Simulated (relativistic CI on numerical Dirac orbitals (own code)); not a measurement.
Calculated levels, Yb IV

Computed by Dirac-Coulomb-Breit CI, separate exchange-only KLI orbitals for each configuration, model QED (radiative potential, 1s self-energy scaled to tabulated hydrogen-like ionisation energies), valence Slater integrals scaled by 0.85 (own radial code, finite nucleus).

CI space (outside the closed core [Xe]): 4f13.

The lowest level is 4f13 2F°_7/2, with 100 % of that term; Hund's rules for 4f13 give 2F° with J = 7/2, in agreement.

```tsv
No.	Configuration	Term	J	E (cm⁻¹)	%	Next component (%)	Lifetime (s)
1	4f13	2F°	7/2	0.0	100		
2	4f13	2F°	5/2	10095.0	100		6.32e-02
```

Energies count from the lowest computed level; ° marks odd parity; lifetimes are radiative, by E1, M1, E2, M2 decay to levels of this space only.

The mean weight of the leading LS term, summed over parents, in these 2 levels is 100 %, and that of the leading jj configuration (from the same eigenvectors) 100 %.

One configuration and one scale for all Slater integrals: terms of lower spin can come out thousands of cm⁻¹ low, and their order can be wrong. 1 of the 1 excited levels that our extract of the measured tables holds in this range could be paired (the sources list more); they are missed by 119 cm⁻¹ on average and 119 at most, and levels without a partner can miss by more.
